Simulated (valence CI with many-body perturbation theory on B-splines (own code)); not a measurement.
**As XXVII: calculated level list**

Method: relativistic CI+MBPT: five valence electrons over a frozen Dirac-Fock core [He], a basis of 9 s, 9 p, 8 d, 6 f, 3 g, 1 h functions for each j, with the one-electron correlation potential Σ1, the two-electron term Σ2, the three-electron term Σ3, Breit, model QED; selected CI, second order for the rest, scaled by the run's own slope (own B-spline code, finite nucleus).

The last digits are not significant, and no measured levels were compared; by estimate large intervals hold to a few tenths of a per cent, small ones and those within an open d or f shell to about a per cent. Among the levels kept, up to 4600 cm⁻¹ of a level comes from second order outside the variational space, and about a tenth of that is noise between levels of different J, which matters for small intervals.

Levels 1 to 45 of 64, with energies above the lowest level, (2s^2 2p1/2^2 2p3/2) J=3/2. "Leading %" is the weight of the configuration and term that name the level; weights of strongly mixed levels are sums over their largest components and can fall short, so below about 35 % the name and the second component can differ from the true leading terms, or belong to a minority configuration. In the jj column 3d3/2^4 stands for four electrons in 3d with j = 3/2.

```tsv
No.	Configuration	Term	J	E (× 10³ cm⁻¹)	Leading %	Leading jj	g	Second component
1	2s²2p³	⁴S°	3/2	0.00	58	2s^2 2p1/2^2 2p3/2 (86 %)	1.643	29 % 2s²2p³ ²P°
2	2s²2p³	²D°	3/2	263.64	58	2s^2 2p1/2 2p3/2^2 (88 %)	1.239	33 % 2s²2p³ ⁴S°
3	2s²2p³	²D°	5/2	349.72	100	2s^2 2p1/2 2p3/2^2 (100 %)	1.194	
4	2s²2p³	²P°	1/2	467.90	99	2s^2 2p1/2 2p3/2^2 (99 %)	0.657	
5	2s²2p³	²P°	3/2	706.93	61	2s^2 2p3/2^3 (96 %)	1.236	29 % 2s²2p³ ²D°
6	2s2p⁴	⁴P	5/2	1151.1	91	2s 2p1/2^2 2p3/2^2 (90 %)	1.560	9 % 2s2p⁴ ²D
7	2s2p⁴	⁴P	3/2	1339.8	86	2s 2p1/2 2p3/2^3 (57 %)	1.623	9 % 2s2p⁴ ²D
8	2s2p⁴	⁴P	1/2	1361.1	78	2s 2p1/2^2 2p3/2^2 (66 %)	2.512	21 % 2s2p⁴ ²S
9	2s2p⁴	²D	3/2	1604.0	72	2s 2p1/2 2p3/2^3 (58 %)	0.999	14 % 2s2p⁴ ²P
10	2s2p⁴	²D	5/2	1681.2	91	2s 2p1/2 2p3/2^3 (90 %)	1.229	9 % 2s2p⁴ ⁴P
11	2s2p⁴	²S	1/2	1830.7	45	2s 2p1/2 2p3/2^3 (54 %)	1.570	39 % 2s2p⁴ ²P
12	2s2p⁴	²P	3/2	1905.9	80	2s 2p1/2 2p3/2^3 (85 %)	1.228	19 % 2s2p⁴ ²D
13	2s2p⁴	²P	1/2	2193.5	60	2s 2p3/2^4 (75 %)	1.236	33 % 2s2p⁴ ²S
14	2p⁵	²P°	3/2	2903.7	98	2p1/2^2 2p3/2^3 (98 %)	1.328	
15	2p⁵	²P°	1/2	3217.2	99	2p1/2 2p3/2^4 (99 %)	0.657	
16	2s²2p²3s	⁴P	1/2	12460	62	2s^2 2p1/2^2 3s (94 %)	2.151	20 % 2s²2p²3s ²P
17	2s²2p²3s	⁴P	3/2	12704	90	2s^2 2p1/2 2p3/2 3s (98 %)	1.692	8 % 2s²2p²3s ²P
18	2s²2p²3p	⁴D°	1/2	12736	47	2s^2 2p1/2^2 3p1/2 (94 %)	0.680	30 % 2s²2p²3p ²P°
19	2s²2p²3s	²P	1/2	12739	72	2s^2 2p1/2 2p3/2 3s (98 %)	1.193	26 % 2s²2p²3s ⁴P
20	2s²2p²3s	⁴P	5/2	12777	57	2s^2 2p1/2 2p3/2 3s (92 %)	1.425	42 % 2s²2p²3s ²D
21	2s²2p²3s	²D	3/2	12807	49	2s^2 2p1/2 2p3/2 3s (96 %)	1.068	47 % 2s²2p²3s ²P
22	2s²2p²3p	⁴D°	3/2	12855	37	2s^2 2p1/2^2 3p3/2 (88 %)	1.345	26 % 2s²2p²3p ⁴P°
23	2s²2p²3p	⁴P°	1/2	12977	34	2s^2 2p1/2 2p3/2 3p1/2 (95 %)	1.581	33 % 2s²2p²3p ²S°
24	2s²2p²3p	⁴D°	3/2	13009	47	2s^2 2p1/2 2p3/2 3p1/2 (93 %)	1.173	27 % 2s²2p²3p ²D°
25	2s²2p²3p	⁴D°	5/2	13059	48	2s^2 2p1/2 2p3/2 3p1/2 (82 %)	1.204	25 % 2s²2p²3p ²F°
26	2s²2p²3p	⁴P°	5/2	13080	42	2s^2 2p1/2 2p3/2 3p3/2 (89 %)	1.422	32 % 2s²2p²3p ⁴D°
27	2s²2p²3s	²D	5/2	13090	56	2s^2 2p3/2^2 3s (92 %)	1.364	41 % 2s²2p²3s ⁴P
28	2s²2p²3p	⁴P°	1/2	13094	49	2s^2 2p1/2 2p3/2 3p3/2 (93 %)	1.951	23 % 2s²2p²3p ²P°
29	2s²2p²3s	²D	3/2	13114	48	2s^2 2p3/2^2 3s (95 %)	1.088	43 % 2s²2p²3s ²P
30	2s²2p²3p	²D°	3/2	13117	52	2s^2 2p1/2 2p3/2 3p3/2 (90 %)	1.247	19 % 2s²2p²3p ⁴P°
31	2s²2p²3p	⁴D°	7/2	13150	59	2s^2 2p1/2 2p3/2 3p3/2 (92 %)	1.309	40 % 2s²2p²3p ²F°
32	2s²2p²3p	⁴S°	3/2	13154	39	2s^2 2p1/2 2p3/2 3p1/2 (64 %)	1.634	30 % 2s²2p²3p ²P°
33	2s²2p²3d	⁴F	3/2	13160	46	2s^2 2p1/2^2 3d3/2 (94 %)	0.746	17 % 2s²2p²3d ²D
34	2s²2p²3p	²P°	3/2	13192	56	2s^2 2p1/2 2p3/2 3p3/2 (73 %)	1.228	22 % 2s²2p²3p ²D°
35	2s²2p²3d	⁴F	5/2	13215	28	2s^2 2p1/2^2 3d5/2 (89 %)	1.195	26 % 2s²2p²3d ⁴D
36	2s²2p²3p	²D°	5/2	13224	34	2s^2 2p1/2 2p3/2 3p3/2 (81 %)	1.182	34 % 2s²2p²3p ²F°
37	2s²2p²3s	²S	1/2	13273	78	2s^2 2p3/2^2 3s (93 %)	1.980	11 % 2s²2p²3s ⁴P
38	2s²2p²3p	²P°	1/2	13278	76	2s^2 2p1/2 2p3/2 3p3/2 (81 %)	0.778	13 % 2s²2p²3p ²S°
39	2s2p³3s	⁶S°	5/2	13369	83	2s 2p1/2^2 2p3/2 3s (55 %)	1.913	12 % 2s2p³3s ⁴P°
40	2s²2p²3d	²P	3/2	13410	39	2s^2 2p1/2 2p3/2 3d3/2 (94 %)	0.965	38 % 2s²2p²3d ⁴F
41	2s²2p²3p	²D°	3/2	13417	30	2s^2 2p3/2^2 3p1/2 (80 %)	1.330	26 % 2s²2p²3p ²P°
42	2s²2p²3d	⁴F	5/2	13420	53	2s^2 2p1/2 2p3/2 3d3/2 (91 %)	1.005	36 % 2s²2p²3d ²F
43	2s²2p²3d	⁴D	1/2	13423	80	2s^2 2p1/2 2p3/2 3d3/2 (98 %)	0.199	14 % 2s²2p²3d ²P
44	2s²2p²3d	⁴F	7/2	13426	61	2s^2 2p1/2 2p3/2 3d5/2 (93 %)	1.285	31 % 2s²2p²3d ⁴D
45	2s²2p²3p	²D°	5/2	13449	63	2s^2 2p3/2^2 3p1/2 (64 %)	1.268	18 % 2s²2p²3p ⁴P°
```

The ionisation energy to 2s²2p² ³P0 of the next ion comes out as 2765.3 eV (NIST: 2766 ± 21 eV (semi-empirical)). All 64 levels together are meant to be complete up to 13676 × 10³ cm⁻¹.
